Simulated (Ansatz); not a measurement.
H₄O₄Sn, SMILES `[OH][Sn]([OH])([OH])[OH]`. Total charge 0; spin multiplicity 1. Sn: def2 effective core potential. Geometry: relaxed with PBE0-D4/def2-TZVP. It is one conformer, not always the lowest.

```xyz
9

O     0.836   -1.734    0.261
Sn    0.000    0.000    0.000
O    -1.469    0.432    1.195
O    -0.748   -0.022   -1.793
O     1.381    1.324    0.337
H     0.501   -2.395   -0.351
H    -1.189    0.981    1.933
H    -1.578    0.461   -1.847
H     2.265    0.954    0.265
```

Q: What is the dipole moment at ωB97M-V/def2-TZVPP? (Estimate.)

A: Ansatz gave: 0.00 D, zero by symmetry or nearly so.

Q: Give the Mulliken charges with ωB97M-V, r2SCAN, PBE in def2-TZVPP. (Estimate.)

A: Ansatz gave: 
| atom | ωB97M-V | r2SCAN | PBE |
| --- | --- | --- | --- |
| O1 | -0.53 | -0.56 | -0.50 |
| Sn2 | 1.37 | 1.38 | 1.22 |
| O3 | -0.53 | -0.56 | -0.50 |
| O4 | -0.53 | -0.56 | -0.50 |
| O5 | -0.53 | -0.56 | -0.50 |
| H6 | 0.19 | 0.21 | 0.20 |
| H7 | 0.19 | 0.21 | 0.20 |
| H8 | 0.19 | 0.21 | 0.20 |
| H9 | 0.19 | 0.21 | 0.20 |
